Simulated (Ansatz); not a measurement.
Geometry optimisation, UKS B3LYP-D4/def2-SVP in Ansatz 0.2.0.

Input file:

```yaml
crystal:
  periodic: [false, false, false]
  atoms:
    - { symbol: F, position_ang: [1.48143, -1.1983, -0.17675] }
    - { symbol: Si, position_ang: [0.06291, -0.42222, -0.25561] }
    - { symbol: Cl, position_ang: [-1.2014, -1.75905, -1.06174] }
    - { symbol: Cl, position_ang: [0.43516, 1.19787, -1.38332] }
magnetization:
  spin_polarized: true
  initial_magnetization: 1
basis:
  gaussian: { orbitals: def2-SVP }
hamiltonian:
  xc: b3lyp
  dispersion: d4
relax:
  f_tol: 0.015
  max_steps: 40
```

Run as:

```bash
$ ansatz run input.yaml --threads 1 --pin off --max-ram 2048MiB --backend cpu --events-out ev --progress --plain --runs-dir out
```

Where does it end, and by what steps?

The run converged. After 3 steps the energy has fallen by 0.099 eV; F1 moved furthest, 0.07 Å.

| step | energy less start (eV) | largest force component (eV/Å) | accepted |
| --- | --- | --- | --- |
| 0 | 0.0000 | 1.154 | yes |
| 1 | -0.0984 | 0.065 | yes |
| 2 | -0.0987 | 0.070 | yes |
| 3 | -0.0990 | 0.010 | yes |

```xyz
4
Properties=species:S:1:pos:R:3
F 1.531 -1.221 -0.131
Si 0.110 -0.445 -0.227
Cl -1.251 -1.739 -1.099
Cl 0.388 1.223 -1.421
```

Whether the end is a true minimum wasn't checked by a vibrational analysis.

Time of the run: 17 s on 1 CPU thread of a shared host.
